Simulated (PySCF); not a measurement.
**Cs: electron affinity**

Cs⁻ [Xe] 6s2 (1S) → Cs [Xe] 6s1 (2S), as a difference of total energies. Calculation: PySCF 2.14, in aug-cc-pVQZ-X2C; the spin-free X2C one-electron Hamiltonian (Gaussian nucleus). Correlated levels: valence: [Xe] frozen. The calculations carry no spin-orbit coupling.

```json
{"method": "UHF", "electron affinity (eV)": "-0.065"}
{"method": "MP2 (valence)", "electron affinity (eV)": "0.284"}
{"method": "SCS-MP2 (valence)", "electron affinity (eV)": "0.354"}
{"method": "CCSD (valence)", "electron affinity (eV)": "0.445"}
```

Errors of the correlated levels include the incompleteness of this basis and the frozen core.

A negative affinity means that the anion lies above the atom at that level of theory.

With two correlated electrons CCSD is exact in that space.

The coupled-cluster amplitudes are large for Cs⁻ (T1 above 0.03 or a double amplitude above 0.15), so a single reference is strained.

**Question.** Which method comes closest to the reference value, and which is furthest?

**Answer.** The reference is 0.472 eV (measured; photodetachment measurements, as compiled on the Wikipedia data page of electron affinities). Closest: CCSD (valence) (error -0.027 eV); furthest: UHF (error -0.537 eV).
